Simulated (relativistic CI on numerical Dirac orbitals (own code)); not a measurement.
Method of calculation: Dirac-Coulomb-Breit CI, separate exchange-only KLI orbitals for each configuration, model QED (radiative potential, 1s self-energy scaled to tabulated hydrogen-like ionisation energies), unscaled Slater integrals (own radial code, finite nucleus).

The strongest absorption lines from the ground level of an ion, among the configurations computed and to levels below about 14600 eV (vacuum wavelength in nm, gf): 0.08556 (0.1), 0.08660 (0.063), 0.10103 (0.00013), 0.11127 (0.35), 0.11421 (0.0011), 0.11562 (0.27), 0.75144 (0.26), 6.1332 (0.0088).

Question: Which ion is it?
A. Au75+
B. Ta69+
C. Pm57+
D. Ta67+

Answer: B. Ta69+ has 4 electrons and the ground level 2s2 1S_0; the strongest line goes to 2s.3p 1P°_1. The pattern of lines fixes the number of electrons, and along that sequence the line energies rise steadily with the charge (about as its square where n changes within one kind of shell, about linearly where n is kept but much faster in heavy ions where fine structure, which grows about as Z⁴, sets the gap, and irregularly where shells cross), which fixes Z. Configurations outside the model, such as inner-shell arrays, can give stronger lines. At this charge energies of transitions that change n are usually good to better than 1 %, and those within a shell (Δn = 0) to a few per cent.

LS names give the leading component of a level, which can be under half, so a name can repeat, a term be missing and a line seem to break the LS rules.
